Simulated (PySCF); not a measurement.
## `CC=C=C(F)B(C)C`, C$_{6}$H$_{10}$BF

Geometry:
```csv
atom,x (Å),y (Å),z (Å)
C1,2.284,2.470,1.681
C2,1.897,1.139,1.111
C3,0.749,0.536,1.286
C4,-0.437,-0.037,1.397
F5,-0.658,-0.895,2.421
B6,-1.612,0.216,0.401
C7,-1.452,1.249,-0.770
C8,-2.938,-0.595,0.608
H9,1.465,2.912,2.265
H10,2.558,3.169,0.874
H11,3.166,2.370,2.334
H12,2.650,0.625,0.495
H13,-0.426,1.598,-0.953
H14,-1.882,0.861,-1.708
H15,-2.066,2.132,-0.510
H16,-3.811,-0.168,0.093
H17,-3.172,-0.776,1.668
H18,-2.761,-1.597,0.171
```

Method: TDDFT CAM-B3LYP/aug-cc-pVDZ circular dichroism and optical rotation, one conformer, gas phase (PySCF). Geometry: PBE0-D3(BJ)/def2-SVP.

No stereocentre is labelled: unless the shape is locked (an allene, a helicene, a hindered biaryl), the mirror image is equally populated and a measured rotation or CD is zero. Singlets 11 and 12 lie within 0.01 eV of each other, so their separate moments and overlaps can depend on how they mix.

Draw the ECD and absorption spectra from the lowest 12 states, each a Gaussian of half-width 0.3 eV at 1/e height.


| E (eV) | λ (nm) | Δε (L mol⁻¹ cm⁻¹) | ε (L mol⁻¹ cm⁻¹) |
| --- | --- | --- | --- |
| 4.57 | 272 | +0.03 | 0.142 |
| 4.67 | 266 | +0.07 | 0.845 |
| 4.77 | 260 | +0.15 | 5.25 |
| 4.87 | 255 | +0.27 | 29.7 |
| 4.97 | 250 | +0.37 | 142 |
| 5.07 | 245 | +0.42 | 555 |
| 5.17 | 240 | +0.47 | 1760 |
| 5.27 | 235 | +0.67 | 4470 |
| 5.37 | 231 | +1.20 | 9160 |
| 5.47 | 227 | +2.02 | 15000 |
| 5.57 | 223 | +2.78 | 19800 |
| 5.67 | 219 | +2.96 | 20900 |
| 5.77 | 215 | +2.27 | 17700 |
| 5.87 | 211 | +0.84 | 12000 |
| 5.97 | 208 | -0.78 | 6540 |
| 6.07 | 204 | -1.70 | 2910 |
| 6.17 | 201 | -0.82 | 1180 |
| 6.27 | 198 | +2.50 | 747 |
| 6.37 | 195 | +7.78 | 1170 |
| 6.47 | 192 | +13.63 | 2380 |
| 6.57 | 189 | +18.41 | 4540 |
| 6.67 | 186 | +20.24 | 7650 |
| 6.77 | 183 | +16.96 | 11500 |
| 6.87 | 181 | +7.73 | 15800 |
| 6.97 | 178 | -4.49 | 19700 |
| 7.07 | 175 | -13.55 | 21900 |
| 7.17 | 173 | -14.70 | 21700 |
| 7.27 | 171 | -8.56 | 18800 |

Δε uses R in velocity form, ε uses f in length form. Only the states computed contribute, so the short-wavelength end is incomplete.
